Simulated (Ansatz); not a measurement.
Cost and result for the atomization energy of CH7AsInN, SMILES `N[CH]([AsH2])[InH2]` (11 atoms, 10 bonds).

```xyz
11

N    -0.657   -1.262    1.114
C     0.136   -0.099    0.748
As   -1.159    1.422    0.587
In    1.170    0.008   -1.160
H    -1.044   -1.720    0.299
H    -0.097   -1.945    1.606
H     0.771    0.180    1.590
H    -1.799    0.914   -0.709
H    -0.234    2.362   -0.205
H     2.475    1.094   -1.468
H     0.437   -0.955   -2.402
```

Total charge 0; spin multiplicity 1. Correlated methods include outer-core shells of As, In, which these sets cover unevenly. Scalar relativity is left out up to krypton. In takes the def2 core potential. The structure was optimised at the PBE0-D4/def2-TZVP level. It is one conformer, not always the lowest. Program: Ansatz. All runs use 4 threads of an AMD EPYC 7R13 on a shared host. Times are those of one run each, without the atoms' runs, and a repeat can differ threefold. Electronic energies, without spin–orbit coupling; frozen cores. CCSD(T)/CBS adds CCSD(T) − MP2 in def2-TZVPP to the MP2 limit, and its time is that of the two runs behind it. T1 = 0.013. With those shells the extrapolation isn't a true limit. B3LYP takes the VWN-RPA correlation (the form of Gaussian; ORCA's B3LYP/G). HSE06 is the plane-wave form, built on full-range PBE exchange.

CCSD(T)/CBS is a level of theory with its own doubt, some kJ/mol a heavy atom from the limit and from the frozen cores, so smaller differences don't rank the functionals.

```csv
level,functions,wall time
revPBE-D4/def2-TZVPP,258,2.2 s
BLYP-D4/def2-TZVPP,258,2.5 s
PBE-D4/def2-TZVPP (with forces),258,2.9 s
BHLYP-D4/def2-TZVPP,258,3.8 s
HSE06-D4/def2-TZVPP,258,4.2 s
r2SCAN-D4/def2-TZVPP (with forces),258,4.7 s
B3LYP-D4/def2-TZVPP (with forces),258,6 s
B2PLYP/def2-TZVPP,258,7 s
PBE-QIDH/def2-TZVPP,258,7.5 s
CCSD(T)/def2-SVP,121,12 s
MP2/def2-QZVPP,495,23 s
CCSD(T)/def2-TZVPP,258,4.4 min
CCSD(T)/CBS(def2),–,4.8 min
```

(1) What atomization energy does each give, and how far from CCSD(T)/CBS? (An estimate is asked.)

Results:

(1) Ansatz gave: 
```csv
level,atomization (kcal/mol),difference from CCSD(T)/CBS,per bond
revPBE-D4/def2-TZVPP,730.0,-9.1,-0.9
BLYP-D4/def2-TZVPP,738.0,-1.1,-0.1
PBE-D4/def2-TZVPP (with forces),748.9,9.8,1.0
BHLYP-D4/def2-TZVPP,715.6,-23.5,-2.4
HSE06-D4/def2-TZVPP,734.2,-4.9,-0.5
r2SCAN-D4/def2-TZVPP (with forces),735.5,-3.6,-0.4
B3LYP-D4/def2-TZVPP (with forces),738.5,-0.6,-0.1
B2PLYP/def2-TZVPP,724.3,-14.8,-1.5
PBE-QIDH/def2-TZVPP,724.8,-14.3,-1.4
CCSD(T)/def2-SVP,679.9,-59.2,-5.9
MP2/def2-QZVPP,725.5,-13.6,-1.4
CCSD(T)/def2-TZVPP,717.4,-21.7,-2.2
CCSD(T)/CBS(def2),739.1,0.0,0.0
```

Leaving LDA and LC-ωPBE aside and taking each functional with its dispersion term where it has one, the values spread over 33.3 kcal/mol, from BHLYP-D4 to PBE-D4. LDA lies +115.8 kcal/mol from PBE without D4, its usual overbinding. From PBE to PBE0 (25 % exact exchange), in def2-TZVPP and without D4, the atomization energy moves by −13.7 kcal/mol: exact exchange takes away binding that semilocal exchange gives to molecules. In def2-TZVPP, CCSD(T) changes the Hartree–Fock value by +232.7 kcal/mol (the triples alone add +13.0 kcal/mol) and MP2 by +228.0 kcal/mol; breaking electron pairs costs correlation energy, which Hartree–Fock lacks.

Spin–orbit coupling would lower the free In atoms strongly, and the atomization energy with them, by more than many differences here.
